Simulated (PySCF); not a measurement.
**Two-component Hartree-Fock for N⁵⁺ (nitrogen, charge +5)**

Start: 1s2. Calculated with PySCF 2.14 in x2c-TZVPPall-2c with one added diffuse shell each of s, p, d type (6s4p3d1f, 40 functions): generalised Hartree-Fock with the X2C-1e Hamiltonian and a Gaussian nucleus; spin-orbit coupling (SO) screened by Boettger's factors.

| spinor shell | electrons | ε, screened SO (eV) | weight of nominal j (screened SO) | rms radius, screened SO (bohr) |
| --- | --- | --- | --- | --- |
| 1s1/2 | 2 | -552.48 | 1.000 | 0.262 |

```
   quantity  screened SO
E (hartree)    -44.76146
        M_J            0
       ⟨J²⟩        0.000
       ⟨L²⟩        0.000
       ⟨S²⟩        0.000
```
